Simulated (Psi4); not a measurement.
AgCl (SMILES [Cl][Ag]), singlet, geometry from GFN2-xTB (such geometries of metal compounds can be far from the true shape) (core potentials on Ag), with bond 1-2 at 2.0 times its length; TPSS/def2-SV(P) (Psi4).

Here is a job for Psi4.
```
memory 2 GB

molecule mol {
0 1
  Ag    0.000000    0.000000   -2.798072
  Cl    0.000000    0.000000    1.623573
}

set basis def2-sv(p)
set reference rks
set scf_type dfdirj+cosx

energy('tpss')
print_variables()
```

What the program printed (banner, timings and long lists left out):

```
   => Loading Basis Set <=

    Name: DEF2-SV(P)
    Role: ORBITAL
    Keyword: BASIS

    !!!  WARNING: ECP capability is in beta. Please check occupations closely.  !!!

         ---------------------------------------------------------
                                   SCF
               by Justin Turney, Rob Parrish, Andy Simmonett
                          and Daniel G. A. Smith
                              RKS Reference
         ---------------------------------------------------------

  ==> Geometry <==

    Molecular point group: c2v
    Full point group: C_inf_v

    Geometry (in Angstrom), charge = 0, multiplicity = 1:

       Center              X                  Y                   Z               Mass
    ------------   -----------------  -----------------  -----------------  -----------------
         AG           0.000000000000     0.000000000000    -1.089839669994   106.905091600000
         CL           0.000000000000     0.000000000000     3.331805330006    34.968852682000

  Running in c2v symmetry.

  Rotational constants: A = ************  B =      0.03272  C =      0.03272 [cm^-1]
  Rotational constants: A = ************  B =    981.00750  C =    981.00750 [MHz]
  Nuclear repulsion =   38.656255544352838

  Charge       = 0
  Multiplicity = 1
  Electrons    = 36
  Nalpha       = 18
  Nbeta        = 18

  ==> Algorithm <==

  SCF Algorithm Type is DFDIRJ+COSX.
  DIIS enabled.
  MOM disabled.
  Fractional occupation disabled.
  Guess Type is SAD.
  Energy threshold   = 1.00e-06
  Density threshold  = 1.00e-06
  Integral threshold = 1.00e-12

  ==> Primary Basis <==

  Basis Set: DEF2-SV(P)
    Blend: DEF2-SV(P)
    Number of shells: 18
    Number of basis functions: 42
    Number of Cartesian functions: 45
    Spherical Harmonics?: true
    Max angular momentum: 2

  Core potential: DEF2-SV(P)
    Number of shells: 4
    Number of ECP primitives: 14
    Number of ECP core electrons: 28
    Max angular momentum: 3

  ==> DFT Potential <==

   => LibXC <=

    Version 7.1.2
    S. Lehtola, C. Steigemann, M. J. T. Oliveira, and M. A. L. Marques,  SoftwareX 7, 1–5 (2018) (10.1016/j.softx.2017.11.002)

   => Composite Functional: TPSS <=

    TPSS Meta-GGA XC Functional

    J. Tao, et al., Phys. Rev. Lett., 91, 146401, 2003

    Deriv               =              1
    GGA                 =           TRUE
    Meta                =           TRUE

    Exchange Hybrid     =          FALSE
    MP2 Hybrid          =          FALSE

   => Exchange Functionals <=

    1.0000   XC_MGGA_X_TPSS

   => Correlation Functionals <=

    1.0000   XC_MGGA_C_TPSS

   => LibXC Density Thresholds  <==

    XC_MGGA_C_TPSS:  1.00E-15
    XC_MGGA_X_TPSS:  1.00E-15

   => Molecular Quadrature <=

    Radial Scheme          =       TREUTLER
    Pruning Scheme         =           NONE
    Nuclear Scheme         =       TREUTLER

    Blocking Scheme        =         OCTREE
    BS radius alpha        =              1
    Pruning alpha          =              1
    Radial Points          =             75
    Spherical Points       =            302
    Total Points           =          42860
    Total Blocks           =            447
    Max Points             =            256
    Max Functions          =             40
    Weights Tolerance      =       1.00E-15

   => Loading Basis Set <=

    Name: (DEF2-SV(P) AUX)
    Role: JKFIT
    Keyword: DF_BASIS_SCF

  ==> Integral Setup <==

  INFO: A K algorithm (COSX) was specified in SCF_TYPE, but the current method does not use a K matrix!
  Thus, the specified K algorithm will be unused.

  ==> CompositeJK: Mix-and-Match J+K Algorithm Combos <==

    J tasked:                  Yes
    J algorithm:           DF-DirJ
    K tasked:                   No
    wK tasked:                  No
    Integrals threads:           1
    Incremental Fock:           No
    Screening Type:           CSAM

  ==> DF-DirJ: Integral-Direct Density-Fitted J <==

    J Screening Cutoff:      1E-12

[...]
    Occupation by irrep:
             A1    A2    B1    B2
    DOCC [     9,    1,    4,    4 ]
    NA   [     9,    1,    4,    4 ]
    NB   [     9,    1,    4,    4 ]

   @RKS iter  80:  -606.34409265688123    1.64504e-03   1.68715e-02 ADIIS/DIIS
   @RKS iter  81:  -606.82300484742484   -4.78912e-01   7.87001e-03 ADIIS/DIIS
   @RKS iter  82:  -606.82706624169668   -4.06139e-03   7.72681e-03 ADIIS/DIIS
   @RKS iter  83:  -606.79008170364864    3.69845e-02   1.04356e-02 ADIIS/DIIS
   @RKS iter  84:  -606.78230356228732    7.77814e-03   1.12114e-02 ADIIS/DIIS
    Occupation by irrep:
             A1    A2    B1    B2
    DOCC [    10,    1,    4,    3 ]
    NA   [    10,    1,    4,    3 ]
    NB   [    10,    1,    4,    3 ]

   @RKS iter  85:  -606.35859930412846    4.23704e-01   1.75442e-02 ADIIS/DIIS
   @RKS iter  86:  -606.33833550731185    2.02638e-02   1.72232e-02 ADIIS/DIIS
   @RKS iter  87:  -606.33328747247970    5.04803e-03   1.73631e-02 ADIIS/DIIS
   @RKS iter  88:  -606.31669719792581    1.65903e-02   1.82959e-02 ADIIS/DIIS
    Occupation by irrep:
             A1    A2    B1    B2
    DOCC [    10,    1,    3,    4 ]
    NA   [    10,    1,    3,    4 ]
    NB   [    10,    1,    3,    4 ]

   @RKS iter  89:  -606.32936449795852   -1.26673e-02   1.76397e-02 ADIIS/DIIS
   @RKS iter  90:  -606.27679716962564    5.25673e-02   2.02199e-02 ADIIS/DIIS
    Occupation by irrep:
             A1    A2    B1    B2
    DOCC [     9,    1,    4,    4 ]
    NA   [     9,    1,    4,    4 ]
    NB   [     9,    1,    4,    4 ]

   @RKS iter  91:  -606.34216212451747   -6.53650e-02   1.69320e-02 ADIIS/DIIS
   @RKS iter  92:  -606.80391915140046   -4.61757e-01   9.24207e-03 ADIIS/DIIS
   @RKS iter  93:  -606.80266411991045    1.25503e-03   9.33260e-03 ADIIS/DIIS
   @RKS iter  94:  -606.79937463909903    3.28948e-03   9.60580e-03 ADIIS/DIIS
   @RKS iter  95:  -606.78905668080074    1.03180e-02   1.05053e-02 ADIIS/DIIS
   @RKS iter  96:  -606.79097533947061   -1.91866e-03   1.03041e-02 ADIIS/DIIS
   @RKS iter  97:  -606.89437397878589   -1.03399e-01   3.12166e-03 ADIIS/DIIS
   @RKS iter  98:  -606.80247922129445    9.18948e-02   8.99146e-03 ADIIS/DIIS
    Occupation by irrep:
             A1    A2    B1    B2
    DOCC [    10,    1,    4,    3 ]
    NA   [    10,    1,    4,    3 ]
    NB   [    10,    1,    4,    3 ]

   @RKS iter  99:  -606.83271271373610   -3.02335e-02   7.36490e-03 ADIIS/DIIS
   @RKS iter 100:  -606.35007277534999    4.82640e-01   1.65437e-02 ADIIS/DIIS

PsiException: Could not converge SCF iterations in 100 iterations.

  Failed to converge.

Traceback (most recent call last):
  File "psi4", line 375, in <module>
  File "<string>", line 24, in <module>
  File "site-packages/psi4/driver/driver.py", line 533, in energy
  File "site-packages/psi4/driver/procrouting/proc.py", line 2760, in run_scf
  File "site-packages/psi4/driver/procrouting/proc.py", line 2047, in scf_helper
  File "site-packages/psi4/driver/procrouting/scf_proc/scf_iterator.py", line 93, in scf_compute_energy
  File "site-packages/psi4/driver/procrouting/scf_proc/scf_iterator.py", line 86, in scf_compute_energy
  File "site-packages/psi4/driver/procrouting/scf_proc/scf_iterator.py", line 609, in scf_iterate

psi4.driver.p4util.exceptions.SCFConvergenceError: Could not converge SCF iterations in 100 iterations.

Printing out the relevant lines from the Psithon --> Python processed input file:
    ""","mol")
    core.IO.set_default_namespace("mol")
    core.set_global_option("BASIS", "def2-sv(p)")
    core.set_global_option("REFERENCE", "rks")
    core.set_global_option("SCF_TYPE", "dfdirj+cosx")
--> energy('tpss')
    print_variables()

!-------------------------------------------------------!
!                                                       !
!  Could not converge SCF iterations in 100 iterations. !
!                                                       !
!-------------------------------------------------------!
```

Convergence was not reached.
